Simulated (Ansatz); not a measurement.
System: CH7ClNSi2, net charge 0, doublet state. It need not be the lowest isomer of its formula. 
Structure (B3LYP-D3(BJ)/def2-TZVP (Ansatz, a first-principles code) minimum search):
```
N
H 1 1.0114
Si 1 1.7249 2 115.34
Si 1 1.7393 2 115.00 3 -178.78
H 4 1.4798 1 107.77 2 11.91
H 4 1.4812 5 109.82 1 -120.31
H 4 1.4826 5 109.23 6 -117.69
C 3 1.8767 1 108.54 2 168.03
H 8 1.0898 3 110.17 1 -178.11
H 8 1.0915 9 108.41 3 121.38
H 8 1.0933 9 108.45 10 118.13
Cl 3 2.0962 1 108.98 2 49.38
```
Charge 0, spin multiplicity 2.

Dipole moments at this geometry, in debye (magnitudes).

| level | program | dipole (D) |
|---|---|---|
| SVWN5/def2-TZVPD | Ansatz | 1.70 |
| revPBE/def2-TZVPD | Ansatz | 1.60 |
| r2SCAN/def2-TZVPD | Ansatz | 1.62 |
| B97M-V/def2-TZVPD | Ansatz | 1.49 |
| B3LYP/def2-TZVPD | Ansatz | 1.68 |
| BHLYP/def2-TZVPD | Ansatz | 1.74 |
| r2SCAN0/def2-TZVPD | Ansatz | 1.67 |
| HSE06/def2-TZVPD | Ansatz | 1.68 |
| CAM-B3LYP/def2-TZVPD | Ansatz | 1.73 |
| LC-wPBE/def2-TZVPD | Ansatz | 1.73 |
| wB97M-V/def2-TZVPD | Ansatz | 1.65 |
| wB97X-V/def2-TZVPD | Ansatz | 1.71 |
| CCSD(T)/aug-cc-pV(D+d)Z | Ansatz | 1.65 |
